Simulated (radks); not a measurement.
Pm44+, configuration [Ne] 3s1 3p5 4p1 (not the ground configuration). All-electron calculation, scalar-relativistic Kohn-Sham, PBE, spin-unpolarised, spherical densities, point nucleus. Program: a radial shooting solver on a logarithmic mesh with Libxc functionals.

Normalised radial functions P(r) = r R(r), r in bohr:

r              3s       3p
0.002384   0.4265   0.0233
0.00303    0.5056   0.0352
0.003821   0.5885   0.0523
0.004858   0.6770   0.0786
0.006127   0.7584   0.1159
0.007788   0.8270   0.1719
0.009822   0.8622   0.2488
0.01249    0.8442   0.3591
0.01575    0.7483   0.5018
0.02002    0.5411   0.6898
0.02545    0.2064   0.9125
0.03209   -0.2304   1.1383
0.0408    -0.7439   1.3327
0.05145   -1.1858   1.4041
0.06541   -1.4060   1.2506
0.08249   -1.2052   0.7907
0.1049    -0.4719  -0.0245
0.1322     0.6218  -1.0073
0.1681     1.7474  -1.9091
0.2137     2.3406  -2.3131
0.2695     2.1435  -2.0554
0.3426     1.3814  -1.3300
0.4321     0.6259  -0.6201
0.5493     0.1762  -0.1839
0.6927     0.0305  -0.0342
0.8806     0.0025  -0.0031
1.111      0.0001  -0.0001
1.412      0.0000  0.0000

3s: eigenvalue -3884.9 eV, 2 radial nodes at r = 0.0286, 0.117 bohr, <r> = 0.239 bohr, 90 % of the charge inside 0.346 bohr. 3p: eigenvalue -3651.3 eV, 1 radial node at r = 0.104 bohr, <r> = 0.232 bohr, 90 % of the charge inside 0.344 bohr.
